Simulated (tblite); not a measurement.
Question: Write Cartesian coordinates for `[SiH3]C1=C[C@H]2C=C[C@@H]1C2` as optimised with GFN2-xTB.

Answer: 
```
atom  x, y, z in Å
Si1    2.609    0.296    0.469
C2     0.761    0.051    0.374
C3    -0.198    0.357    1.245
C4    -1.537   -0.024    0.633
C5    -1.708    0.908   -0.556
C6    -0.764    0.597   -1.433
C7     0.041   -0.544   -0.842
C8    -1.090   -1.291   -0.118
H9     3.038    1.134   -0.655
H10    2.951    0.934    1.740
H11    3.268   -1.012    0.369
H12   -0.097    0.826    2.206
H13   -2.379   -0.099    1.315
H14   -2.443    1.689   -0.598
H15   -0.539    1.060   -2.375
H16    0.663   -1.105   -1.534
H17   -0.734   -2.084    0.541
H18   -1.851   -1.683   -0.793
```

Orientation and origin are arbitrary. Atoms count from 1 in this order. The 5-membered ring C4–C5–C6–C7–C8 has internal angles of 92.5° to 107.3°; it is puckered, 0.26 Å rms from its mean plane, widest ring torsion 53°. The 5-membered ring C2–C3–C4–C8–C7 has internal angles of 92.5° to 108.2° (sum 504°, against 540° for a flat polygon); it is puckered, 0.27 Å rms from its mean plane, widest ring torsion 54°. Si1 (SiH3 silicon) is tetrahedral (angles from 108.9° to 110.4°). The 8 C–C bonds span 1.325 Å (C5=C6, drawn double) to 1.539 Å (C4–C8, drawn single), a spread of 0.214 Å.

Bonds between heavy atoms (Å): Si1–C2 1.866, C2=C3 1.332, C3–C4 1.520, C4–C5 1.520, C5=C6 1.325, C6–C7 1.517, C7–C8 1.537, C2–C7 1.533, C4–C8 1.539.

Computed geometry: GFN2-xTB, gas phase.

Point group: C1 (no symmetry element, even within 0.4 Å). Its GFN2-xTB frequencies are all real (lowest 73 cm⁻¹).
